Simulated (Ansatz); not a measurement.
Start from `Cl[SiH2]O[SiH2]Cl` and change one atom or group to get `Cl[SiH2][O][SnH3]`.

Ansatz, PBE0-D4/def2-TZVP geometries, multiplicity 1. Each molecule was computed in one conformer, which needn't be the lowest.

Elements past krypton have def2 core potentials.

| property | `Cl[SiH2]O[SiH2]Cl` |
| --- | --- |
| LUMO energy (B3LYP/def2-TZVPP) / eV | -0.16 |
| LUMO energy (PBE0/def2-TZVPP) / eV | 0.03 |
| size of the dipole moment (B3LYP/def2-TZVPP) / D | 1.31 |
| LUMO energy (ωB97M-V/def2-TZVPP) / eV | 1.79 |
| HOMO energy (PBE/def2-TZVPP) / eV | -7.59 |
| HOMO energy (B3LYP/def2-TZVPP) / eV | -8.74 |

(1) Give the same properties after the change, and the shifts. (An estimate is asked.)

Answers

(1) Ansatz gave: 
| property | `Cl[SiH2][O][SnH3]` | shift |
| --- | --- | --- |
| LUMO energy (B3LYP/def2-TZVPP) / eV | -1.02 | -0.86 |
| LUMO energy (PBE0/def2-TZVPP) / eV | -0.79 | -0.82 |
| size of the dipole moment (B3LYP/def2-TZVPP) / D | 2.10 | 0.79 |
| LUMO energy (ωB97M-V/def2-TZVPP) / eV | 0.73 | -1.06 |
| HOMO energy (PBE/def2-TZVPP) / eV | -6.96 | 0.63 |
| HOMO energy (B3LYP/def2-TZVPP) / eV | -8.14 | 0.60 |

With PBE0 the HOMO rises by 0.62 eV and the LUMO falls by 0.82 eV, so the gap narrows by about 1.44 eV. PBE moves the HOMO by 0.63 eV and ωB97M-V by 0.61 eV. Dipoles are sizes alone; their direction can turn.

B3LYP here is the variant with VWN-RPA as its local correlation; programs differ in this.
